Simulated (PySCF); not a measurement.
CH₉FN₂Si₂, SMILES CN[Si@@H](F)N[SiH3]. Heavy atoms are numbered as in [CH3:1][NH:2][Si@@H:3]([F:4])[NH:5][SiH3:6]. Hydrogens are named by the atom that carries them.

Geometry optimised at B3LYP-D3(BJ)/def2-SVP. The structure was generated by enumeration; whether it is a known compound was not checked. Other conformers were not sampled.

All values below come from HF/pcSseg-1 run with PySCF.

GIAO shieldings, no solvent; atoms alike by connectivity are averaged. δ = σ(ref) − σ: ¹³C against TMS (σ = 192.6 ppm); ¹⁵N against NH3 (σ = 267.3 ppm); ²⁹Si against TMS (σ = 393.8 ppm); ¹⁹F against CFCl3 (σ = 238.5 ppm); ¹H against TMS (σ = 31.99 ppm), references at their B3LYP-D3(BJ)/def2-TZVP geometries, non-relativistic.

Computed chemical shifts:
| nucleus | atoms | count | δ (ppm) |
|---|---|---|---|
| ¹³C | C1 (CH3) | 1 | 28.3 |
| ¹⁵N | N5 (NH) | 1 | 20.9 |
| ¹⁵N | N2 (NH) | 1 | 14.5 |
| ²⁹Si | Si3 (SiH) | 1 | -36.5 |
| ²⁹Si | Si6 (SiH3) | 1 | -54.7 |
| ¹⁹F | F4 | 1 | -119.2 |
| ¹H | H on Si6 | 3 | 4.53 |
| ¹H | H on Si3 | 1 | 4.39 |
| ¹H | H on C1 | 3 | 2.83 |
| ¹H | H on N5 | 1 | 0.58 |
| ¹H | H on N2 | 1 | 0.55 |
